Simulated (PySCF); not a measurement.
B3LYP has the VWN-RPA correlation part, as in Gaussian. Excitations are Tamm–Dancoff values on a coarser integration grid. The basis has no diffuse functions, so Rydberg states are missing or too high.

Cartesian coordinates (Å):
SMILES: FC12C3(F)C4(F)C1(F)C1(F)C2(F)C3(F)C41F
```xyz
16

F      0.0084     2.2124     1.5705
C      0.0042     1.1182     0.7938
C      1.1227    -0.0026     0.7874
F      2.2214    -0.0052     1.5578
C      0.0019    -1.1211     0.7897
F      0.0038    -2.2182     1.5624
C     -1.1166    -0.0003     0.7961
F     -2.2092    -0.0006     1.5750
C     -1.1227     0.0026    -0.7874
F     -2.2214     0.0052    -1.5578
C     -0.0019     1.1211    -0.7897
F     -0.0038     2.2182    -1.5624
C      1.1166     0.0003    -0.7961
F      2.2092     0.0006    -1.5750
C     -0.0043    -1.1182    -0.7938
F     -0.0084    -2.2124    -1.5706
```
Charge 0, multiplicity 1.

**Question.** What is the computed HOMO, total energy, S1 excitation (TDA), HOMO–LUMO gap, dipole moment and LUMO (B3LYP-D3(BJ)/def2-SVP // PBE-D3(BJ)/def2-SVP (PySCF))?

**Answer.** 
```json
{
 "HOMO": "-8.19 eV",
 "total_energy": "-1102.4933 Ha",
 "S1 excitation (TDA)": "4.84 eV",
 "HOMO–LUMO gap": "5.99 eV",
 "dipole_moment": "0.00 D",
 "LUMO": "-2.20 eV"
}
```
